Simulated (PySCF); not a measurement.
Spin-rotation constants: SMILES C=C(C=O)[C@H]1COC(=O)O1, C6H6O4

Molfile (atoms numbered from 1):
```
C6H6O4
     RDKit          3D

 16 16  0  0  0  0  0  0  0  0999 V2000
   -1.1445    1.4266   -0.6415 C   0  0  0  0  0  0  0  0  0  0  0  0
   -1.0272    0.2993    0.0556 C   0  0  0  0  0  0  0  0  0  0  0  0
   -2.0931   -0.7165    0.0811 C   0  0  0  0  0  0  0  0  0  0  0  0
   -2.0227   -1.7640    0.6695 O   0  0  0  0  0  0  0  0  0  0  0  0
    0.1961   -0.0537    0.8708 C   0  0  1  0  0  0  0  0  0  0  0  0
    1.0177   -1.1971    0.2230 C   0  0  0  0  0  0  0  0  0  0  0  0
    2.2395   -0.5792   -0.1227 O   0  0  0  0  0  0  0  0  0  0  0  0
    2.2680    0.6912    0.3078 C   0  0  0  0  0  0  0  0  0  0  0  0
    3.1773    1.4353    0.1600 O   0  0  0  0  0  0  0  0  0  0  0  0
    1.1198    1.0145    0.9330 O   0  0  0  0  0  0  0  0  0  0  0  0
   -2.0295    1.6401   -1.2165 H   0  0  0  0  0  0  0  0  0  0  0  0
   -0.3615    2.1664   -0.6469 H   0  0  0  0  0  0  0  0  0  0  0  0
   -2.9905   -0.4355   -0.4989 H   0  0  0  0  0  0  0  0  0  0  0  0
   -0.1157   -0.3104    1.8899 H   0  0  0  0  0  0  0  0  0  0  0  0
    1.2108   -2.0197    0.9157 H   0  0  0  0  0  0  0  0  0  0  0  0
    0.5479   -1.5883   -0.6827 H   0  0  0  0  0  0  0  0  0  0  0  0
  1  2  2  0
  2  3  1  0
  3  4  2  0
  2  5  1  0
  5  6  1  0
  6  7  1  0
  7  8  1  0
  8  9  2  0
  8 10  1  0
 10  5  1  0
  1 11  1  0
  1 12  1  0
  3 13  1  0
  5 14  1  1
  6 15  1  0
  6 16  1  0
M  END
```

The calculation used PySCF, GIAO HF/pcSseg-1 magnetisability, rotational g tensor and spin-rotation constants, non-relativistic, gas phase. Geometry: GFN2-xTB.

Question: Give the nuclear spin-rotation constants along the inertial axes (H = +C I·J) beside the isotropic shieldings.

Answer: Rotational constants 3.0082, 0.9269, 0.7772 GHz. A star marks the isotopologue with that one atom substituted, in its own axes.
| atom | isotope | Caa (kHz) | Cbb (kHz) | Ccc (kHz) | mean (kHz) | σ (ppm) |
| --- | --- | --- | --- | --- | --- | --- |
| H11 | 1H | 0.001 | -0.040 | -0.066 | -0.035 | 25.5 |
| H12 | 1H | 0.202 | -0.059 | -0.092 | 0.017 | 24.9 |
| H13 | 1H | 0.043 | -0.023 | -0.049 | -0.010 | 22.7 |
| H14 | 1H | -0.259 | -0.089 | 0.027 | -0.107 | 27.0 |
| H15 | 1H | -0.343 | 0.032 | -0.058 | -0.123 | 27.5 |
| H16 | 1H | -0.233 | -0.094 | 0.006 | -0.107 | 28.4 |
| C1 | 13C* | 1.449 | 0.283 | 0.127 | 0.620 | 50.6 |
| C2 | 13C* | 1.504 | 0.283 | 0.155 | 0.647 | 40.9 |
| C3 | 13C* | 1.609 | 0.369 | 0.207 | 0.728 | -3.8 |
| O4 | 17O* | -2.061 | -0.846 | -0.118 | -1.008 | -318.7 |
| C5 | 13C* | 0.546 | 0.189 | 0.172 | 0.302 | 127.1 |
| C6 | 13C* | 0.487 | 0.213 | 0.168 | 0.289 | 126.6 |
| O7 | 17O* | -0.759 | -0.068 | -0.085 | -0.304 | 218.3 |
| C8 | 13C* | 0.780 | 0.365 | 0.289 | 0.478 | 33.2 |
| O9 | 17O* | -1.158 | -0.283 | -0.153 | -0.531 | 35.0 |
| O10 | 17O* | -0.568 | -0.139 | -0.086 | -0.265 | 212.7 |

For the geometry as given, no vibrational averaging.
